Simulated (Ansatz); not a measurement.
C₃H₉BrClHfN, SMILES `C[N](C)[Hf]([CH3])([Cl])[Br]`. Charge 0, multiplicity 1. Hf takes the def2 core potential.

```xyz
16

C     1.255   -0.511   -1.002
N     0.293    0.495   -0.603
C    -0.160    1.318   -1.698
Hf   -0.190    0.530    1.331
C    -1.115   -1.444    1.654
Cl   -1.822    2.172    1.745
Br    1.899    0.570    2.741
H     0.826   -1.206   -1.736
H     2.152   -0.054   -1.440
H     1.585   -1.106   -0.142
H    -0.884    2.059   -1.352
H    -0.642    0.712   -2.476
H     0.677    1.855   -2.164
H    -0.478   -2.270    1.320
H    -1.335   -1.603    2.716
H    -2.061   -1.517    1.105
```

Problem. What are the harmonic wavenumbers in cm⁻¹ at PBE0-D4/def2-TZVP (Ansatz, finite differences of forces, unscaled)? (An estimate is asked.)

Solution. Computed: 42, 70, 75, 80, 90, 106, 123, 138, 211, 242, 246, 280, 303, 367, 495, 508, 532, 564, 985, 1088, 1097, 1155, 1183, 1203, 1301, 1414, 1416, 1441, 1458, 1468, 1478, 1493, 1513, 2993, 2998, 3016, 3045, 3055, 3074, 3098, 3106, 3120.

Problem. Is this a minimum?

Solution. Yes, all 42 modes are real.

Problem. Give the ideal-gas thermochemistry at 298.15 K and 1 bar (rigid rotor, harmonic oscillator; point group C1, symmetry number 1).

Solution. Zero-point energy 309.1 kJ/mol; H(298) − E = 344.7 kJ/mol; entropy 490.7 J/(mol·K), of which translation 182.0, rotation 130.3, vibration 178.4; G(298) − E = 198.4 kJ/mol. Modes under 100 cm⁻¹ are hindered rotations or soft bends, so the harmonic entropy is rough.
